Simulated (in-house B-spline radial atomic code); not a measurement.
**Response and correlation of the neodymium ion Nd²⁴⁺**

Closed shell [Ar] 3d10 4s2 4p6. Computed with an all-electron radial atomic-structure program (B-spline basis): Dirac-Hartree-Fock, relativistic RPA (time-dependent Dirac-Hartree-Fock) for the response and second-order many-body perturbation theory for correlation, no-pair Dirac-Coulomb Hamiltonian, finite nucleus.

Command:
```bash
python run_mb.py task.json out
```
Settings (nuclear radius in fm, box in bohr, cutoff in hartree):
```
basis_form          2
Z                   60
core_configuration  [Ar] 3d10 4s2 4p6
rms_radius          4.9123
mass_number         142
speed_of_light      137.036
box_radius          3.427
lmax                7
intervals           58
virtual_cutoff      90000.0
```

Time taken, with all properties: 18 s on 1 thread of AMD EPYC 7571 (shared host).

| multipole (bohr³, bohr⁵, bohr⁷) | uncoupled | coupled RPA |
| --- | --- | --- |
| dipole | 0.16963 | 0.14878 |
| quadrupole | 0.0389 | 0.041068 |
| octupole | 0.022307 | ? |

Task: What is the coupled octupole polarisability?

Result: 0.026323 atomic units, +18 % against the uncoupled value.

Task: Which subshells carry the dipole polarisability?

Result: 4p3/2 70.2 %, 4p1/2 27.0 %, 4s1/2 1.1 %.

Task: What does the dipole shielding factor come to?

Result: The dipole shielding factor is 0.600, against the exact N/Z = 36/60 = 0.600 of the non-relativistic theorem.

Dipole polarisability at imaginary frequency:

| u (Eh) | α(iu) (bohr³) |
| --- | --- |
| 0 | 0.1488 |
| 2.5 | 0.124 |
| 6.25 | 0.07023 |
| 12.5 | 0.03271 |
| 18.8 | 0.01997 |
| 25 | 0.01416 |
| 37.5 | 0.008611 |
| 50 | 0.005937 |
| 62.5 | 0.004368 |
| 87.5 | 0.002655 |
| 125 | 0.001499 |
| 188 | 0.0007464 |
| 250 | 0.0004497 |
| 375 | 0.0002143 |
| 625 | 8.2e-05 |
| 1250 | 2.15e-05 |

Task: What dispersion coefficients follow for two such ions (the dispersion part alone)?

Result: C6 = (3/π)∫α(iu)²du = 0.1029 hartree·bohr⁶ and C8 = 0.1818 hartree·bohr⁸.

Lowest J = 1 odd-parity excitations:

```csv
energy (eV),oscillator strength,leading channel,weight
102.48,3.29e-05,4p3/2 → d3/2,0.864
122.21,0.65,4p3/2 → d5/2,0.607
150.59,3.04,4p1/2 → d3/2,0.808
337.33,0.48,4p3/2 → s1/2,0.997
365.91,0.204,4p1/2 → s1/2,0.995
424.83,2.71e-05,4p3/2 → d3/2,0.826
429.25,0.549,4p3/2 → d5/2,0.837
455.93,0.235,4p1/2 → d3/2,0.945
```

Second-order correlation energy by the highest angular momentum of the excited pair (hartree): s -0.0248, p -0.2087, d -0.73, f -0.7545, g -0.2443, h -0.1025, i -0.04629, k -0.02335.

Task: What is the second-order correlation energy at the partial-wave limit?

Result: The listed waves sum to -2.1345 hartree; extrapolating the increments as (l + 1/2)⁻⁴ gives -2.1822 hartree, -1.65 eV per electron.
